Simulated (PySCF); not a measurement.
SMILES CCCB(F)CCC (C6H14BF) (GFN2-xTB optimised geometry):

```
22

B     -0.010    -0.531     0.000
F     -0.637    -1.699     0.002
C     -0.878     0.796     0.000
C     -2.351     0.612     0.383
C     -3.131     1.917     0.286
H     -0.836     1.224    -1.008
H     -0.429     1.552     0.650
H     -2.802    -0.133    -0.275
H     -2.411     0.228     1.403
H     -2.705     2.668     0.948
H     -4.171     1.764     0.567
H     -3.105     2.304    -0.731
C      1.576    -0.531     0.000
C      2.218    -1.779    -0.621
C      3.738    -1.747    -0.519
H      1.908    -0.464     1.042
H      1.974     0.360    -0.490
H      1.837    -2.668    -0.116
H      1.927    -1.846    -1.671
H      4.137    -0.873    -1.030
H      4.171    -2.636    -0.973
H      4.052    -1.707     0.522
```

Computed with PBE0/def2-SVP (PySCF).

What are the frontier orbital energies and the dipole moment?

HOMO-2 -9.24 eV, HOMO-1 -9.17 eV, HOMO -7.90 eV, LUMO 0.19 eV, LUMO+1 1.61 eV; dipole moment 1.01 D.

On the same geometry PBE/def2-SVP (PySCF 2.14.0) gives HOMO-2 -7.77 eV, HOMO-1 -7.71 eV, HOMO -6.45 eV, LUMO -0.84 eV, LUMO+1 0.78 eV; dipole moment 0.89 D.

Meta-Löwdin charges at PBE0/def2-SVP: B1 0.43, F2 -0.27, C3 -0.31, C4 -0.16, C5 -0.30, H6 0.11, H7 0.10, H8 0.09, H9 0.09, H10 0.09, H11 0.10, H12 0.09, C13 -0.31, C14 -0.15, C15 -0.30, H16 0.11, H17 0.10, H18 0.09, H19 0.09, H20 0.09, H21 0.10, H22 0.09.
